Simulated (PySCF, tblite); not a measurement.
Isomers of C2H5Cl2FSi, one GFN2-xTB conformer each. Single-point energies are computed at PBE0/pcSseg-1 (PySCF, gas phase, no added dispersion term), electronic only.

```json
{"SMILES": "C[Si@](F)(Cl)CCl", "GFN2-xTB relative energy (kJ/mol)": "0.0"}
{"SMILES": "F[C@@H](Cl)[SiH2]CCl", "GFN2-xTB relative energy (kJ/mol)": "285.1"}
```

Conformers: `[CH3:1][Si@:2]([F:3])([Cl:4])[CH2:5][Cl:6]` with C1–Si2–C5–Cl6 56°; `[F:1][C@@H:2]([Cl:3])[SiH2:4][CH2:5][Cl:6]` with F1–C2–Si4–C5 176°, C2–Si4–C5–Cl6 -63°.

Q: What does PBE0/pcSseg-1 give for the same structures?

A: 
```csv
SMILES,PBE0/pcSseg-1 E (Eh),PBE0/pcSseg-1 (kJ/mol),GFN2-xTB (kJ/mol),point group
C[Si@](F)(Cl)CCl,-1388.41207,0.0,0.0,C1
F[C@@H](Cl)[SiH2]CCl,-1388.26301,391.4,285.1,C1
```

Both levels put the same isomer lowest. As drawn, the lower has an Si–F bond, which the higher lacks.

Q: Which frontier levels, dipoles and rotational constants go with these structures?

A: 
| SMILES | HOMO (eV, PBE0/pcSseg-1) | LUMO (eV) | dipole (D) | A, B, C (MHz) |
| --- | --- | --- | --- | --- |
| C[Si@](F)(Cl)CCl | -8.38 | 0.11 | 1.35 | 2278, 1201, 1046 |
| F[C@@H](Cl)[SiH2]CCl | -8.31 | -0.19 | 2.17 | 2674, 990.9, 901.1 |

Q: What happens when harmonic zero-point energies from GFN2-xTB frequencies are added?

A: 
```tsv
SMILES	ZPE (kJ/mol)	electronic (kJ/mol)	with ZPE (kJ/mol)
C[Si@](F)(Cl)CCl	180.4	0.0	0.0
F[C@@H](Cl)[SiH2]CCl	166.5	391.4	377.5
```

The zero-point energies span 13.9 kJ/mol. The order is unchanged.
